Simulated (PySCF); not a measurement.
**Ba⁺: excitation energy**

Ba⁺ [Xe] 6s1 (2S) → Ba⁺ [Xe] 5d1 (2D), as a difference of total energies. Calculation: PySCF 2.14, in aug-cc-pwCVTZ-X2C (11s10p8d4f, 109 functions); the spin-free X2C one-electron Hamiltonian (Gaussian nucleus). Correlated levels: valence and next inner shell: [Kr] 4d10 frozen. The calculations carry no spin-orbit coupling.

Order these methods by the excitation energy they give, lowest first.
A. PBE0
B. r2SCAN
C. UHF
D. SCS-MP2 (valence and next inner shell)

B (0.297 eV), A (0.437 eV), C (0.741 eV), D (0.812 eV).

Errors of the correlated levels include the incompleteness of this basis and the frozen core.

For comparison: 0.664 eV (measured; NIST levels, between the centres of gravity of the two terms).
